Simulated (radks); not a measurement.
Results of a calculation; reference values are marked as such.
Q: Species: Nd9+. Configuration: [Kr] 4d10 5s2 5p(1/2: 1, 3/2: 2) (not the ground configuration). Level of theory: Dirac Kohn-Sham, PBE, spin-unpolarised, spherical densities, finite nucleus; Fermi nuclear charge, rms radius 4.9123 fm (a radial shooting solver on a logarithmic mesh with Libxc functionals). Some entries of the table are withheld. Estimate them.

orbital  occ.  eigenvalue (hartree)  <r> (bohr)
1s1/2       2             -1599.165     0.02363
2s1/2       2                   (1)      0.1005
2p1/2       2             -249.5940     0.08423
2p3/2       4             -230.4899     0.09065
3s1/2       2             -61.91725      0.2659
3p1/2       2                   (2)      0.2556
3p3/2       4                   (3)      0.2680
3d3/2       4             -41.82300      0.2395
3d5/2       6             -40.99986      0.2433
4s1/2       2                   (4)      0.5991
4p1/2       2             -14.61977      0.6127
4p3/2       4             -13.75538      0.6385
4d3/2       4             -10.00998         (5)
4d5/2       6              -9.85068         (6)
5s1/2       2              -6.08783         (7)
5p1/2       1              -5.32354         (8)
5p3/2       2              -5.12626         (9)

A: 
(1) 2s1/2 eigenvalue (hartree): -263.4990
(2) 3p1/2 eigenvalue (hartree): -55.98057
(3) 3p3/2 eigenvalue (hartree): -52.16688
(4) 4s1/2 eigenvalue (hartree): -16.88290
(5) 4d3/2 <r> (bohr): 0.6733
(6) 4d5/2 <r> (bohr): 0.6818
(7) 5s1/2 <r> (bohr): 1.272
(8) 5p1/2 <r> (bohr): 1.351
(9) 5p3/2 <r> (bohr): 1.397
